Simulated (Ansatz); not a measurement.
Relaxation of AlB$_{2}$H$_{5}$O (9 atoms, charge 0, multiplicity 1), to a largest force component of 0.015 eV/Å in at most 40 steps.

The calculation used RKS PBE-D4/def2-SVP in Ansatz.

```xyz
9
Properties=species:S:1:pos:R:3
B -0.316 1.583 -1.068
O 0.818 1.303 -0.290
Al 0.755 -0.519 -0.115
B -0.121 -1.363 1.498
H -0.289 1.689 -2.275
H -1.383 1.907 -0.541
H 1.536 -1.446 -1.178
H -0.586 -0.703 2.352
H -0.070 -2.596 1.688
```

Q: Where does it end, and by what steps?

A: It converged. After 18 steps the energy has fallen by 1.074 eV; H6 moved furthest, 1.38 Å.

```json
{"step": "0", "energy less start (eV)": "0.0000", "largest force component (eV/Å)": "1.790", "accepted": "yes"}
{"step": "1", "energy less start (eV)": "-0.1975", "largest force component (eV/Å)": "2.066", "accepted": "yes"}
{"step": "2", "energy less start (eV)": "-0.4022", "largest force component (eV/Å)": "1.276", "accepted": "yes"}
{"step": "3", "energy less start (eV)": "-0.4937", "largest force component (eV/Å)": "0.830", "accepted": "yes"}
{"step": "4", "energy less start (eV)": "-0.5728", "largest force component (eV/Å)": "0.522", "accepted": "yes"}
{"step": "5", "energy less start (eV)": "-0.6805", "largest force component (eV/Å)": "0.559", "accepted": "yes"}
{"step": "6", "energy less start (eV)": "-0.7557", "largest force component (eV/Å)": "0.457", "accepted": "yes"}
{"step": "7", "energy less start (eV)": "-0.8102", "largest force component (eV/Å)": "0.803", "accepted": "yes"}
{"step": "8", "energy less start (eV)": "-0.8140", "largest force component (eV/Å)": "0.902", "accepted": "yes"}
{"step": "9", "energy less start (eV)": "-0.8838", "largest force component (eV/Å)": "0.622", "accepted": "yes"}
{"step": "10", "energy less start (eV)": "-0.9739", "largest force component (eV/Å)": "0.240", "accepted": "yes"}
{"step": "11", "energy less start (eV)": "-1.0208", "largest force component (eV/Å)": "0.116", "accepted": "yes"}
{"step": "12", "energy less start (eV)": "-1.0283", "largest force component (eV/Å)": "0.573", "accepted": "yes"}
{"step": "13", "energy less start (eV)": "-1.0692", "largest force component (eV/Å)": "0.042", "accepted": "yes"}
{"step": "14", "energy less start (eV)": "-1.0727", "largest force component (eV/Å)": "0.195", "accepted": "yes"}
{"step": "15", "energy less start (eV)": "-1.0121", "largest force component (eV/Å)": "0.757", "accepted": "no"}
{"step": "16", "energy less start (eV)": "-1.0727", "largest force component (eV/Å)": "0.129", "accepted": "yes"}
{"step": "17", "energy less start (eV)": "-1.0739", "largest force component (eV/Å)": "0.123", "accepted": "yes"}
{"step": "18", "energy less start (eV)": "-1.0743", "largest force component (eV/Å)": "0.014", "accepted": "yes"}
```

```xyz
9
Properties=species:S:1:pos:R:3
B -0.535 1.728 -1.323
O 0.114 0.716 -0.724
Al 0.944 -0.590 0.056
B -0.102 -1.618 1.594
H -1.220 1.503 -2.314
H -0.436 2.861 -0.868
H 2.422 -0.862 -0.492
H -0.031 -1.294 2.768
H -0.809 -2.588 1.375
```

Whether the end is a true minimum wasn't checked by a vibrational analysis.

Time of the run: 99 s on 1 thread of Intel(R) Xeon(R) Processor @ 2.50GHz (Skylake/Cascade Lake), on a shared host, peak memory 0.14 GiB.
